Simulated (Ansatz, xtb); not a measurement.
# CH3GeN: 3 structures ranked

3 gas-phase structures of CH3GeN, found in a search over its isomers (lower ones may exist). Each was relaxed with GFN2-xTB:

A. `C=[N+]=[GeH-]`, a singlet
B. `C[N+]#[Ge-]`, a singlet
C. `[CH2]1[NH+]=[Ge-]1`, a singlet

Make a reasoned guess at their ranking by r2SCAN-D4/def2-SVP single-point energy.

Calculated order at r2SCAN-D4/def2-SVP: B (0.000), A (0.729), C (0.836) eV.

Energies above the lowest of each column, in eV; the last columns are at PBE0-D4/def2-TZVP geometries:

```csv
structure,GFN2-xTB,HF/STO-3G,r2SCAN-D4/def2-SVP,PBE0-D4/def2-TZVP,CCSD(T)/def2-TZVPP
B,0.000,0.000,0.000,0.000,0.000
A,0.940,1.301,0.729,0.685,0.801
C,1.099,0.881,0.836,0.610,0.786
```

Every level run on B puts it lowest or level with the lowest. CCSD(T)/def2-TZVPP orders those it was run on as B (0.000), C (0.786), A (0.801) eV. Less than 1 kcal/mol parts C and A, so the order within that pair means little.

Programs: Ansatz 0.2.0, xtb 6.7.1.
